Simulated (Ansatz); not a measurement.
Ansatz (a program for electronic structure) input (B3LYP-D3(BJ)/def2-TZVP):

Ansatz 0.2 input:
```yaml
crystal:
  periodic: [false, false, false]
  atoms:
    - {symbol: C, position_ang: [2.60869566, -0.25796569, 0.01883736]}
    - {symbol: C, position_ang: [1.32061194, -0.63945342, -0.25171360]}
    - {symbol: C, position_ang: [0.16995203, 0.11193701, -0.43222976]}
    - {symbol: C, position_ang: [0.14923549, 1.60254836, -0.24444615]}
    - {symbol: C, position_ang: [-1.17048897, -0.55306047, -0.51373724]}
    - {symbol: C, position_ang: [-1.90634375, -0.67468063, 0.84276684]}
    - {symbol: H, position_ang: [3.42187967, -0.97449717, 0.00035466]}
    - {symbol: H, position_ang: [2.89980705, 0.77455750, 0.15324093]}
    - {symbol: H, position_ang: [1.17822109, -1.71865124, -0.37986580]}
    - {symbol: H, position_ang: [-0.62298300, 2.06809552, -0.87327563]}
    - {symbol: H, position_ang: [1.11218618, 2.03115169, -0.52500780]}
    - {symbol: H, position_ang: [-0.05329748, 1.92840963, 0.79452403]}
    - {symbol: H, position_ang: [-1.84064577, 0.00028945, -1.19467566]}
    - {symbol: H, position_ang: [-1.06018319, -1.56692870, -0.91974181]}
    - {symbol: H, position_ang: [-2.07842142, 0.31493926, 1.26281273]}
    - {symbol: H, position_ang: [-1.29226565, -1.23877577, 1.54263809]}
    - {symbol: H, position_ang: [-2.87322464, -1.17821260, 0.73905462]}
basis:
  gaussian:
    orbitals: def2-TZVP
hamiltonian:
  xc: b3lyp
  dispersion: d3bj
total_charge: -1
relax: {f_tol: 0.002, max_steps: 150}
```

Output:

```
Functional definition: B3LYP
integrals: 0.19 GiB planned
1564 factors; their error is unknown
0.35 GiB of the device are held for the grids
1.49 GiB of device memory are held for the factors and their scratch space
mean field: 1.50 GiB planned
mean field evaluation 1: about -6390.0866 eV, gradient 7.2e1 eV
mean field evaluation 2: about -6355.7749 eV, gradient 1.1e2 eV
mean field evaluation 4: about -6402.9525 eV, gradient 7.9e0 eV
mean field evaluation 8: about -6403.1322 eV, gradient 2.1e-1 eV
mean field evaluation 16: about -6403.0932 eV, gradient 1.3e-3 eV
mean field -6403.09320972 eV, -235.3093352847 hartree, gradient 1.9e-5 eV, S^2 0.000000; 0 other end points of the search recorded, 0 dependent functions left out
the calculation of the forces begins
reference -6403.09351514 eV, -235.3093465087 hartree; 24, 24 occupied and 228, 228 virtual orbitals, 1564 factors
relax step   1: F+E_penalty+E_count = -6403.71289097 eV  Δ(F+E_penalty+E_count) = +0.000e0 eV  max|allowed force component| = 9.450e-1 eV/Å  Δτ_max = 0.0000 Å  (33 SCF iters, accepted)
these checks for a lower state are left out or cut short: starts, cluster_reference, orbital_swaps, neighbouring_geometries, increment
integrals: 0.19 GiB planned
1564 factors; their error is unknown
0.35 GiB of the device are held for the grids
1.48 GiB of device memory are held for the factors and their scratch space
mean field: 1.49 GiB planned
mean field -6403.13120807 eV, -235.3107316983 hartree, gradient 1.3e-5 eV, S^2 0.000000; 0 other end points of the search recorded, 0 dependent functions left out
the calculation of the forces begins
reference -6403.13151763 eV, -235.3107430743 hartree; 24, 24 occupied and 228, 228 virtual orbitals, 1564 factors
relax step   2: F+E_penalty+E_count = -6403.74561232 eV  Δ(F+E_penalty+E_count) = -3.272e-2 eV  max|allowed force component| = 3.345e-1 eV/Å  Δτ_max = 0.1366 Å  (32 SCF iters, accepted)
these checks for a lower state are left out or cut short: starts, cluster_reference, orbital_swaps, neighbouring_geometries, increment
integrals: 0.19 GiB planned
1564 factors; their error is unknown
0.35 GiB of the device are held for the grids
1.48 GiB of device memory are held for the factors and their scratch space
mean field: 1.49 GiB planned
mean field evaluation 32: about -6403.1402 eV, gradient 6.4e-1 eV
mean field -6403.14080084 eV, -235.3110842262 hartree, gradient 2.0e-5 eV, S^2 0.000000; 0 other end points of the search recorded, 0 dependent functions left out
the calculation of the forces begins
reference -6403.14110954 eV, -235.3110955708 hartree; 24, 24 occupied and 228, 228 virtual orbitals, 1564 factors
relax step   3: F+E_penalty+E_count = -6403.75442581 eV  Δ(F+E_penalty+E_count) = -8.813e-3 eV  max|allowed force component| = 1.468e-1 eV/Å  Δτ_max = 0.0480 Å  (32 SCF iters, accepted)
these checks for a lower state are left out or cut short: starts, cluster_reference, orbital_swaps, neighbouring_geometries, increment
integrals: 0.19 GiB planned
1564 factors; their error is unknown
0.35 GiB of the device are held for the grids
1.48 GiB of device memory are held for the factors and their scratch space
mean field: 1.49 GiB planned
mean field -6403.14537420 eV, -235.3112522942 hartree, gradient 2.0e-5 eV, S^2 0.000000; 0 other end points of the search recorded, 0 dependent functions left out
the calculation of the forces begins
reference -6403.14568182 eV, -235.3112635990 hartree; 24, 24 occupied and 228, 228 virtual orbitals, 1564 factors
relax step   4: F+E_penalty+E_count = -6403.75920890 eV  Δ(F+E_penalty+E_count) = -4.783e-3 eV  max|allowed force component| = 6.955e-2 eV/Å  Δτ_max = 0.0456 Å  (32 SCF iters, accepted)
these checks for a lower state are left out or cut short: starts, cluster_reference, orbital_swaps, neighbouring_geometries, increment
integrals: 0.19 GiB planned
1564 factors; their error is unknown
[...]
mean field -6403.15222300 eV, -235.3115039828 hartree, gradient 2.0e-5 eV, S^2 0.000000; 0 other end points of the search recorded, 0 dependent functions left out
the calculation of the forces begins
reference -6403.15252976 eV, -235.3115152561 hartree; 24, 24 occupied and 228, 228 virtual orbitals, 1564 factors
relax step   7: F+E_penalty+E_count = -6403.76585669 eV  Δ(F+E_penalty+E_count) = -2.600e-3 eV  max|allowed force component| = 2.873e-2 eV/Å  Δτ_max = 0.0544 Å  (32 SCF iters, accepted)
these checks for a lower state are left out or cut short: starts, cluster_reference, orbital_swaps, neighbouring_geometries, increment
integrals: 0.19 GiB planned
1564 factors; their error is unknown
0.35 GiB of the device are held for the grids
1.48 GiB of device memory are held for the factors and their scratch space
mean field: 1.49 GiB planned
mean field -6403.15181010 eV, -235.3114888090 hartree, gradient 2.1e-5 eV, S^2 0.000000; 0 other end points of the search recorded, 0 dependent functions left out
the calculation of the forces begins
reference -6403.15211691 eV, -235.3115000840 hartree; 24, 24 occupied and 228, 228 virtual orbitals, 1564 factors
relax step   8: F+E_penalty+E_count = -6403.76591700 eV  Δ(F+E_penalty+E_count) = -6.032e-5 eV  max|allowed force component| = 6.143e-2 eV/Å  Δτ_max = 0.0465 Å  (33 SCF iters, accepted)
these checks for a lower state are left out or cut short: starts, cluster_reference, orbital_swaps, neighbouring_geometries, increment
integrals: 0.19 GiB planned
1564 factors; their error is unknown
0.35 GiB of the device are held for the grids
1.48 GiB of device memory are held for the factors and their scratch space
mean field: 1.49 GiB planned
mean field -6403.15375385 eV, -235.3115602405 hartree, gradient 2.0e-5 eV, S^2 0.000000; 0 other end points of the search recorded, 0 dependent functions left out
the calculation of the forces begins
reference -6403.15406106 eV, -235.3115715303 hartree; 24, 24 occupied and 228, 228 virtual orbitals, 1564 factors
relax step   9: F+E_penalty+E_count = -6403.76705622 eV  Δ(F+E_penalty+E_count) = -1.139e-3 eV  max|allowed force component| = 2.662e-2 eV/Å  Δτ_max = 0.0411 Å  (32 SCF iters, accepted)
these checks for a lower state are left out or cut short: starts, cluster_reference, orbital_swaps, neighbouring_geometries, increment
integrals: 0.19 GiB planned
1564 factors; their error is unknown
0.35 GiB of the device are held for the grids
1.48 GiB of device memory are held for the factors and their scratch space
mean field: 1.49 GiB planned
mean field -6403.15395226 eV, -235.3115675320 hartree, gradient 2.0e-5 eV, S^2 0.000000; 0 other end points of the search recorded, 0 dependent functions left out
the calculation of the forces begins
reference -6403.15425953 eV, -235.3115788240 hartree; 24, 24 occupied and 228, 228 virtual orbitals, 1564 factors
relax step  10: F+E_penalty+E_count = -6403.76705222 eV  Δ(F+E_penalty+E_count) = +4.003e-6 eV  max|allowed force component| = 7.163e-2 eV/Å  Δτ_max = 0.0300 Å  (32 SCF iters, rejected (line search))
these checks for a lower state are left out or cut short: starts, cluster_reference, orbital_swaps, neighbouring_geometries, increment
integrals: 0.19 GiB planned
1564 factors; their error is unknown
0.35 GiB of the device are held for the grids
1.48 GiB of device memory are held for the factors and their scratch space
mean field: 1.49 GiB planned
mean field -6403.15393182 eV, -235.3115667809 hartree, gradient 2.0e-5 eV, S^2 0.000000; 0 other end points of the search recorded, 0 dependent functions left out
the calculation of the forces begins
reference -6403.15423895 eV, -235.3115780674 hartree; 24, 24 occupied and 228, 228 virtual orbitals, 1564 factors
relax step  11: F+E_penalty+E_count = -6403.76724838 eV  Δ(F+E_penalty+E_count) = -1.922e-4 eV  max|allowed force component| = 1.828e-2 eV/Å  Δτ_max = 0.0147 Å  (32 SCF iters, accepted)
these checks for a lower state are left out or cut short: starts, cluster_reference, orbital_swaps, neighbouring_geometries, increment
integrals: 0.19 GiB planned
1564 factors; their error is unknown
0.35 GiB of the device are held for the grids
1.48 GiB of device memory are held for the factors and their scratch space
mean field: 1.49 GiB planned
mean field evaluation 96: about -6403.1541 eV, gradient 4.8e-4 eV
mean field -6403.15407262 eV, -235.3115719552 hartree, gradient 2.0e-5 eV, S^2 0.000000; 0 other end points of the search recorded, 0 dependent functions left out
the calculation of the forces begins
reference -6403.15437991 eV, -235.3115832478 hartree; 24, 24 occupied and 228, 228 virtual orbitals, 1564 factors
relax step  12: F+E_penalty+E_count = -6403.76730886 eV  Δ(F+E_penalty+E_count) = -6.049e-5 eV  max|allowed force component| = 1.539e-2 eV/Å  Δτ_max = 0.0259 Å  (32 SCF iters, accepted)
these checks for a lower state are left out or cut short: starts, cluster_reference, orbital_swaps, neighbouring_geometries, increment
integrals: 0.19 GiB planned
1564 factors; their error is unknown
0.35 GiB of the device are held for the grids
1.48 GiB of device memory are held for the factors and their scratch space
mean field: 1.49 GiB planned
mean field -6403.15419744 eV, -235.3115765422 hartree, gradient 2.0e-5 eV, S^2 0.000000; 0 other end points of the search recorded, 0 dependent functions left out
the calculation of the forces begins
reference -6403.15450473 eV, -235.3115878349 hartree; 24, 24 occupied and 228, 228 virtual orbitals, 1564 factors
relax step  13: F+E_penalty+E_count = -6403.76734158 eV  Δ(F+E_penalty+E_count) = -3.272e-5 eV  max|allowed force component| = 4.652e-3 eV/Å  Δτ_max = 0.0046 Å  (33 SCF iters, accepted)
these checks for a lower state are left out or cut short: starts, cluster_reference, orbital_swaps, neighbouring_geometries, increment
integrals: 0.19 GiB planned
1564 factors; their error is unknown
0.35 GiB of the device are held for the grids
1.48 GiB of device memory are held for the factors and their scratch space
mean field: 1.49 GiB planned
mean field -6403.15412202 eV, -235.3115737707 hartree, gradient 2.0e-5 eV, S^2 0.000000; 0 other end points of the search recorded, 0 dependent functions left out
the calculation of the forces begins
reference -6403.15442929 eV, -235.3115850624 hartree; 24, 24 occupied and 228, 228 virtual orbitals, 1564 factors
relax step  14: F+E_penalty+E_count = -6403.76734263 eV  Δ(F+E_penalty+E_count) = -1.045e-6 eV  max|allowed force component| = 5.086e-3 eV/Å  Δτ_max = 0.0017 Å  (33 SCF iters, accepted)
these checks for a lower state are left out or cut short: starts, cluster_reference, orbital_swaps, neighbouring_geometries, increment
integrals: 0.19 GiB planned
1564 factors; their error is unknown
0.35 GiB of the device are held for the grids
1.48 GiB of device memory are held for the factors and their scratch space
mean field: 1.49 GiB planned
mean field -6403.15414678 eV, -235.3115746803 hartree, gradient 2.0e-5 eV, S^2 0.000000; 0 other end points of the search recorded, 0 dependent functions left out
the calculation of the forces begins
reference -6403.15445405 eV, -235.3115859724 hartree; 24, 24 occupied and 228, 228 virtual orbitals, 1564 factors
relax step  15: F+E_penalty+E_count = -6403.76734568 eV  Δ(F+E_penalty+E_count) = -3.049e-6 eV  max|allowed force component| = 9.464e-4 eV/Å  Δτ_max = 0.0010 Å  (33 SCF iters, accepted)
integrals: 0.19 GiB planned
1564 factors; their error is unknown
0.35 GiB of the device are held for the grids
1.48 GiB of device memory are held for the factors and their scratch space
mean field: 1.49 GiB planned
mean field evaluation 128: about -6390.2820 eV, gradient 7.2e1 eV
mean field -6403.15414678 eV, -235.3115746803 hartree, gradient 2.0e-5 eV, S^2 0.000000; 1 other end points of the search recorded, 0 dependent functions left out
the calculation of the forces begins
reference -6403.15445405 eV, -235.3115859724 hartree; 24, 24 occupied and 228, 228 virtual orbitals, 1564 factors
Total energy: -6403.76765295 eV, -235.3341206162 hartree
Atom 0 at     2.667593    -0.202009    -0.053651 Å, force     0.000791     0.000436    -0.000061 eV/Å
Atom 1 at     1.363651    -0.636271    -0.264481 Å, force    -0.000827     0.000612     0.000126 eV/Å
Atom 2 at     0.171950     0.074621    -0.307269 Å, force    -0.000001    -0.000849     0.000011 eV/Å
Atom 3 at     0.194707     1.566601    -0.178212 Å, force     0.000240     0.000946     0.000423 eV/Å
Atom 4 at    -1.148779    -0.602365    -0.465005 Å, force    -0.000655    -0.000344     0.000517 eV/Å
Atom 5 at    -2.038407    -0.645561     0.798191 Å, force     0.000055    -0.000002    -0.000339 eV/Å
Atom 6 at     3.499286    -0.893036    -0.120903 Å, force    -0.000461    -0.000294    -0.000106 eV/Å
Atom 7 at     2.902316     0.831150     0.176409 Å, force     0.000094    -0.000040     0.000073 eV/Å
Atom 8 at     1.254182    -1.713685    -0.429984 Å, force     0.000466     0.000036     0.000073 eV/Å
Atom 9 at    -0.743234     2.015254    -0.535747 Å, force     0.000207    -0.000099     0.000066 eV/Å
Atom 10 at     1.017829     2.002719    -0.768727 Å, force    -0.000141    -0.000342     0.000075 eV/Å
Atom 11 at     0.346806     1.944552     0.851266 Å, force    -0.000102    -0.000307    -0.000550 eV/Å
Atom 12 at    -1.762159    -0.124010    -1.256932 Å, force     0.000087     0.000151    -0.000124 eV/Å
Atom 13 at    -0.986200    -1.637223    -0.794479 Å, force     0.000075     0.000093    -0.000038 eV/Å
Atom 14 at    -2.230435     0.366289     1.167232 Å, force     0.000149    -0.000120    -0.000074 eV/Å
Atom 15 at    -1.533881    -1.195678     1.597518 Å, force     0.000000     0.000092    -0.000213 eV/Å
Atom 16 at    -3.012490    -1.121645     0.604309 Å, force     0.000022     0.000032     0.000140 eV/Å
Dipole moment:    -0.868248    -0.004031     0.052138 e Å
```

It need not be the lowest isomer of its formula. Whether it binds its extra electron was not tested at this geometry.
